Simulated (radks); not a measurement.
Spherical quantum dot in the effective-mass picture: electrons in a parabolic well V = omega^2 r^2 / 2 with omega = 0.349, all in effective atomic units (hartree* = m*/eps^2 hartree, bohr* = eps/m* bohr), one dielectric constant everywhere. Method: non-relativistic Kohn-Sham, PBE, spin-polarised, spherical densities; computed with a radial shooting solver with Libxc functionals. Levels are named by radial order and angular momentum (1s, 1p, 1d, 2s, ...), and open shells are averaged over m.

N = 7, configuration 1s2 1p(up 3, down 2). This is the lowest configuration that the search found. Occupied and some empty levels:

level    occupation  eigenvalue (hartree*)  <r> (bohr*)
1s up             1                 2.4705        2.670
1s down           1                 2.4853        2.648
1p up             3                 2.6521        3.247
1p down           2                 2.6697        3.248
1d up             0                 2.8690        3.680
1d down           0                 2.8866        3.689
2s up             0                 2.9435        3.202
2s down           0                 2.9528        3.209
1f up             0                 3.1115        4.047
1f down           0                 3.1279        4.061

Energy (hartree*): total 11.6122, kinetic 1.6764, external 4.4734, Hartree 7.1347, exchange-correlation -1.6724.
